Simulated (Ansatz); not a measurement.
Input file for C2H8NSb, SMILES `[CH3][SbH][CH2]N`:

```yaml
crystal:
  periodic: [false, false, false]
  atoms:
    - {symbol: C, position_ang: [-1.611779, 0.835882, 0.020706]}
    - {symbol: Sb, position_ang: [0.418090, 1.571277, 0.010005]}
    - {symbol: C, position_ang: [1.321329, -0.364780, 0.562380]}
    - {symbol: N, position_ang: [0.834105, -1.566125, -0.068436]}
    - {symbol: H, position_ang: [-2.255051, 1.547478, -0.496509]}
    - {symbol: H, position_ang: [-1.952143, 0.742639, 1.052711]}
    - {symbol: H, position_ang: [-1.678632, -0.130945, -0.478322]}
    - {symbol: H, position_ang: [0.636441, 1.260872, -1.664438]}
    - {symbol: H, position_ang: [1.211391, -0.453105, 1.645633]}
    - {symbol: H, position_ang: [2.390158, -0.255109, 0.366601]}
    - {symbol: H, position_ang: [-0.135817, -1.738924, 0.160331]}
    - {symbol: H, position_ang: [0.898808, -1.504462, -1.076663]}
basis:
  gaussian: {orbitals: def2-TZVPP}
correlation: {method: ccsd_t}
```

```sh
$ ansatz run in.yaml --threads 4 --pin off --events-out ev --progress --plain --max-ram 10444MiB
```

Log, shortened:

```
Functional definition: HF
1634 factors; integrals over basis functions are off by at most 1.2e-3 eV
mean field evaluation 1: about -10176.3814 eV, gradient 3.9e1 eV
mean field evaluation 2: about -10176.5806 eV, gradient 3.9e1 eV
mean field evaluation 4: about -10180.4181 eV, gradient 4.0e0 eV
mean field evaluation 8: about -10180.4838 eV, gradient 2.5e-1 eV
mean field -10180.48415326 eV, -374.1258920524 hartree, gradient 5.2e-6 eV, S^2 0.000000; 0 other end points of the search recorded, 0 dependent functions left out
7 core orbitals not correlated: weight in the atoms' cores, before any rotation towards them, 1.000 or more for the frozen orbitals, at most 0.000 for the correlated occupied ones
reference -10180.48415326 eV, -374.1258920524 hartree; 18, 18 occupied and 230, 230 virtual orbitals, 1634 factors
second order -25.46143078 eV of doubles, -0.00000000 eV of singles
cycle   1  -25.50263680 eV  change   -4.1e-2 eV  update   1.1e-1
cycle   2  -26.12755112 eV  change   -6.2e-1 eV  update   3.1e-2
cycle   3  -26.23794204 eV  change   -1.1e-1 eV  update   1.7e-2
cycle   4  -26.22791577 eV  change    1.0e-2 eV  update   4.9e-3
cycle   5  -26.22541048 eV  change    2.5e-3 eV  update   2.7e-3
cycle   6  -26.22633280 eV  change   -9.2e-4 eV  update   8.9e-4
cycle   7  -26.22589569 eV  change    4.4e-4 eV  update   3.5e-4
cycle   8  -26.22577573 eV  change    1.2e-4 eV  update   1.2e-4
cycle   9  -26.22582132 eV  change   -4.6e-5 eV  update   4.8e-5
cycle  10  -26.22582217 eV  change   -8.5e-7 eV  update   1.8e-5
perturbative correction -0.96240356 eV, -0.0353676785 hartree
Total energy: -10207.67237900 eV, -375.1250409193 hartree
```

Run time 4.9 min (4 threads of an Arm Neoverse V1 on a shared host); peak host memory 6.4 GiB.

MP2 recovers 93.6 % of the CCSD(T) correlation energy and the triples give 3.5 %; T1 = 0.0122.
